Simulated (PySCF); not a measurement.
Gas-phase reaction: 5 InH2Cl ⇌ 2 InCl2 + HCl + 3 InH3

Energies from PySCF, thermal terms from the rigid-rotor harmonic-oscillator model, ideal gas at 1 bar. † marks an energy on the PBE0/def2-TZVP geometry and frequencies; other levels use their own. MP2 and CCSD(T) freeze the core. Open shells (unrestricted): InCl2 (multiplicity 2); the rest are closed-shell singlets. In: scalar-relativistic def2 core potential, no spin-orbit coupling. InH2Cl, InCl2, InH3: computed as isolated molecules; such fragments, hydroxides, amides, oligomers or adducts are transient or little studied in the gas. MP2 isn't extrapolated to the basis-set limit; its ΔH°(298 K) is 268.9 kJ in def2-SVP and 290.7 kJ in def2-TZVPP. CCSD(T) isn't extrapolated to the basis-set limit; its ΔH°(298 K) is 261.0 kJ in def2-SVP and 279.3 kJ in def2-TZVPP. The harmonic model lacks anharmonicity and excited electronic states, which grow with temperature; levels with a mode under 35 cm⁻¹ are left out. Soft modes under 120 cm⁻¹ make the harmonic entropy rough for InCl2.

```
level              ΔE electronic, kJ  ΔH°(298 K), kJ  ΔS°(298 K), J/K  ΔG°(1200 K), kJ
-----------------  -----------------  --------------  ---------------  ---------------
CCSD(T)/def2-SVP†                265             261              121              121
MP2/def2-SVP†                    273             269              121              129
PBE/def2-SVP                     249             246              124              103
PBE0/def2-QZVP†                  270             266              121              126
PBE0/def2-TZVP                   271             267              121              127
LDA/def2-TZVP†                   299             295              121              155
```
ΔH° is lowest at PBE/def2-SVP and highest at LDA/def2-TZVP†. No reference value is set beside these.
